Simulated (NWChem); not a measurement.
Species: SiHSeCl3; SMILES Cl[Si](Cl)(Cl)[SeH]

```xyz
6

Cl    -0.5208     0.9456    -1.7770
Si     0.0683     0.4274     0.1162
Cl     1.9080     1.2754     0.4259
Cl    -1.2636     1.1862     1.4710
Se     0.0787    -1.8023     0.4386
H      1.0752    -2.0045    -0.6279
```
Atoms are numbered in this order, from 1.

Results from NWChem. STO-3G and 3-21G are far too small for this property and stand as cheap habits. Structure relaxed at the PBE0/def2-SVP level. GIAO values for the isolated, static molecule; σ is the absolute isotropic shielding, δ = σ(reference) − σ with the isolated reference molecule computed at the same levels (1H: tetramethylsilane, 29Si: tetramethylsilane). Spin-orbit effects, on the heavy nuclei and on their neighbours, are missing.

For level Hartree-Fock/STO-3G:

* **σ Cl1 (ppm)**: 1158.9
* **δ Si2 (ppm)**: 48.4
* **σ Cl4 (ppm)**: 1164.7
* **σ Se5 (ppm)**: 2772.7
* **δ H6 (ppm)**: 0.23

### Question
Estimate the same quantities for level PBE/pcSseg-1.

### Answer
| Property | Value |
|---|---|
| σ Cl1 (ppm) | 673.0 |
| δ Si2 (ppm) | 43.4 |
| σ Cl4 (ppm) | 730.3 |
| σ Se5 (ppm) | 1773.8 |
| δ H6 (ppm) | 1.81 |
